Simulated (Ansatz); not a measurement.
B4As5H16⁺, a cluster cut from zinc blende BAs (hydrogen-capped). The state is a triplet with charge 1. Geometry PBE-D4/def2-SVP, that of the charge +1 singlet; atoms count from 1.

```xyz
25

As    0.766   -1.512    1.688
As   -1.424   -1.696   -0.904
As   -1.459    0.884    1.170
As    1.752    1.497    0.642
As   -0.438    1.314   -1.950
B    -1.181   -1.160    1.080
B     2.303   -0.478    0.797
B    -0.362   -0.700   -2.356
B    -0.155    1.970   -0.008
H     1.014   -3.005    1.570
H     0.753   -1.360    3.201
H    -1.160   -3.187   -1.007
H    -2.924   -1.670   -1.151
H    -1.390    1.362    2.611
H    -2.897    1.236    0.826
H     1.941    2.265    1.941
H     2.731    2.235   -0.252
H    -1.735    1.959   -2.412
H     0.557    2.053   -2.827
H    -1.974   -1.745    1.791
H     3.314   -0.576    1.467
H     2.374   -0.898   -0.346
H    -0.844   -0.922   -3.450
H     0.803   -1.030   -2.207
H    -0.365    3.164    0.086
```

At PBE0-D4/def2-SVP a singlet of charge 1 lies 5.96 eV below the triplet at the same geometry.

**Question.** Estimate the Mulliken populations from the PBE0/def2-SVP orbitals of Ansatz.

**Answer.** 
```csv
atom,charge (e),spin (α − β)
As1,0.19,0.02
As2,0.18,0.36
As3,0.10,0.26
As4,0.19,0.02
As5,0.18,0.36
B6,-0.24,0.02
B7,-0.24,0.00
B8,-0.18,0.04
B9,-0.24,0.02
H10,0.08,0.01
H11,0.08,0.01
H12,0.00,0.18
H13,0.08,-0.01
H14,0.00,0.25
H15,0.08,0.00
H16,0.08,0.01
H17,0.08,0.01
H18,0.08,-0.01
H19,0.00,0.18
H20,0.09,0.04
H21,0.07,0.00
H22,0.05,0.00
H23,0.12,0.14
H24,0.07,0.05
H25,0.09,0.04
```
Mulliken values depend strongly on the basis.

**Question.** Where does the spin sit?

**Answer.** Summed by element: As 1.02, B 0.08, H 0.90, of 2 unpaired in all. Largest on single atoms: As2 0.36, As5 0.36, As3 0.26.

**Question.** And the Mayer bond orders between heavy atoms (over 0.3)?

**Answer.** As1–B6 0.90 (2.07 Å); As1–B7 0.85 (2.06 Å); As2–B6 0.80 (2.07 Å); As2–B8 0.85 (2.06 Å); As3–B6 0.88 (2.07 Å); As3–B9 0.88 (2.07 Å); As4–B7 0.85 (2.06 Å); As4–B9 0.90 (2.07 Å); As5–B8 0.85 (2.06 Å); As5–B9 0.80 (2.07 Å).
